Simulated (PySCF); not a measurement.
Gas-phase reaction: 2 MoO2(OH)2 = Mo2O6 + 2 O + 4 H

Energies from PySCF, thermal terms from the rigid-rotor harmonic-oscillator model, ideal gas at 1 bar. † marks an energy on the PBE0/def2-TZVP geometry and frequencies; other levels use their own. Open shells (unrestricted): O (multiplicity 3, electronic degeneracy 9), H (multiplicity 2); the rest are closed-shell singlets. Spin-orbit splitting is ignored; it lowers the true energy and changes the entropy of O. Mo: scalar-relativistic def2 core potential, no spin-orbit coupling. No R ln 2 is added for the mirror-image form of MoO2(OH)2. The harmonic model lacks anharmonicity and excited electronic states, which grow with temperature; levels with a mode under 35 cm⁻¹ are left out. Soft modes under 120 cm⁻¹ make the harmonic entropy rough for Mo2O6.

ΔH° and ΔS° at 298 K: BLYP/def2-TZVP† 1953 kJ, 504 J/K; HF/def2-TZVP† 1329 kJ, 504 J/K; PBE/def2-SVP 1976 kJ, 502 J/K; PBE0/def2-TZVP 1909 kJ, 504 J/K; r2SCAN/def2-TZVP† 1933 kJ, 504 J/K.

Question: With the heat capacities included, give log10 K (1 bar) at 500, 800, 1200, 1600, 1800 K from BLYP/def2-TZVP†, HF/def2-TZVP†, PBE/def2-SVP, PBE0/def2-TZVP, r2SCAN/def2-TZVP†.

Answer: 
```tsv
T (K)	BLYP/def2-TZVP†	HF/def2-TZVP†	PBE/def2-SVP	PBE0/def2-TZVP	r2SCAN/def2-TZVP†
500	-177.4	-112.2	-180.0	-172.9	-175.4
800	-100.4	-59.6	-102.1	-97.6	-99.1
1200	-57.4	-30.2	-58.6	-55.5	-56.6
1600	-35.8	-15.4	-36.7	-34.4	-35.2
1800	-28.6	-10.5	-29.4	-27.3	-28.0
```
